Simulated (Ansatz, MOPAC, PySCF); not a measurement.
The same groups moved round the core (benzene trifluoromethyl+boryl). Isolated molecules, 0 K electronic values unless said otherwise. One relaxed conformer stands for each flexible species; it need not be the lowest. Strings in code marks are SMILES.

Quantity: electronic energy of isomers of C7H6BF3 relative to `Bc1cccc(C(F)(F)F)c1`, in kcal/mol. The restricted reference of `Bc1ccc(C(F)(F)F)cc1`, `Bc1cccc(C(F)(F)F)c1` and `Bc1ccccc1C(F)(F)F` is unstable towards unrestricted orbitals. Semi-empirical values (MOPAC) are differences of heats of formation.

Level 1: frozen-core MP2/cc-pVDZ // r2SCAN-D4/def2-SVP (Ansatz, an electronic-structure program)
Level 2: BP86/6-31G* // r2SCAN-D4/def2-SVP (PySCF)
Level 3: PBE/6-31G* // r2SCAN-D4/def2-SVP (PySCF)
Level 4: AM1 // r2SCAN-D4/def2-SVP (MOPAC)

```tsv
species	level 2	level 3	level 4
`Bc1ccccc1C(F)(F)F`	3.33	2.87	2.67
`Bc1ccc(C(F)(F)F)cc1`	0.30	0.29	0.83
```

Q: What does level 1 give for each?

A: 
- `Bc1ccccc1C(F)(F)F`: 4.36
- `Bc1ccc(C(F)(F)F)cc1`: 0.07
